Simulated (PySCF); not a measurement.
**Assigning NMR signals**

Bonds (- single, = double, # triple, : aromatic): C1#C2, C2-C3, C3=C4, C3-Si5, Si5-N6, N6-C7, C7-C8, C7=O9. C1 carries H10; C4 carries H11, H12; Si5 carries H13, H14; N6 carries H15; C8 carries H16, H17, H18. H11 is cis to C2; H12 is trans to C2.

[PySCF 2.14: GFN2-xTB structure; σ from GIAO-PBE0/pcSseg-1; equivalent nuclei averaged; one computed conformer; in vacuum; relativity neglected]

References, each an isolated molecule treated in the same way: TMS for $^{13}$C (σref 186.93) and $^{1}$H (σref 31.72).

**Question.** Assign these signals to the numbered atoms. $^{13}$C{$^{1}$H} NMR (computed): δ 178.8 (C), 151.6 (CH2), 132.4 (C), 90.6 (CH), 90.0 (C), 24.0 (CH3).

**Answer.** 
```tsv
δ (ppm)	atoms	environment	reason
178.8	C7	amide carbonyl carbon	it is a carbonyl in resonance with an O or N lone pair, the region of acids, esters and amides
151.6	C4	terminal =CH2 carbon	the olefinic region
132.4	C3	fully substituted alkene carbon	an sp2 carbon of a C=C bond
90.6	C1	terminal alkyne carbon	sp carbons lie upfield of alkene carbons because the cylindrical π system leaves one tensor component strongly shielded
90.0	C2	alkyne carbon	the triple bond shields along its axis, which puts it between sp3 and sp2 carbons
24.0	C8	methyl carbon α to a carbonyl	α to the electron-withdrawing carbonyl group
```

C1 and C2 lie closer than the usual error of such a calculation, so a measured spectrum could show them in the other order.

**Question.** Assign these signals to the numbered atoms. $^{1}$H NMR (500 MHz, computed): δ 6.92 (br s, 1H), 6.22 (br s, 1H), 5.13 (br s, 1H), 5.06 (s, 2H), 3.02 (s, 1H), 2.09 (s, 3H).

**Answer.** 
6.92 → H11, hydrogen on a terminal =CH2 carbon: a vinylic proton, deshielded by the sp2 carbon and the C=C anisotropy
6.22 → H12, hydrogen on a terminal =CH2 carbon
5.13 → H15, hydrogen on an amide-type nitrogen: labile proton, position sensitive to the medium
5.06 → H13/H14, hydrogen on a silicon bonded to C, N
3.02 → H10, hydrogen on a terminal alkyne carbon: it lies on the axis of the triple bond, in its shielding cone
2.09 → H16/H17/H18, hydrogen on a methyl carbon α to a carbonyl: α to C=O

H15 and H13/H14 lie closer than the usual error of such a calculation, so a measured spectrum could show them in the other order.

OH and NH positions are those of a molecule without intermolecular hydrogen bonds; in solution they move with solvent, concentration and temperature, and exchange usually removes their couplings. Shifts are as computed. Against solution values, carbons near 30 ppm lie about +3 ppm off and those near 130 ppm about +5 ppm. Of 1309 compounds with measured shifts, 239 miss one by over three times the rms of a fit or turn the order of signals round; such compounds aren't used in these exercises. The C=O carbon of an acid or of an amide with N–H lies up to 10 ppm further downfield in solution, through hydrogen bonding that the calculation lacks. No couplings were computed; multiplicities are counted from neighbouring protons, with m where these are inequivalent, close in shift, in a saturated or five-membered ring or joined by F or P, and br s for small geminal =CH2 splittings.
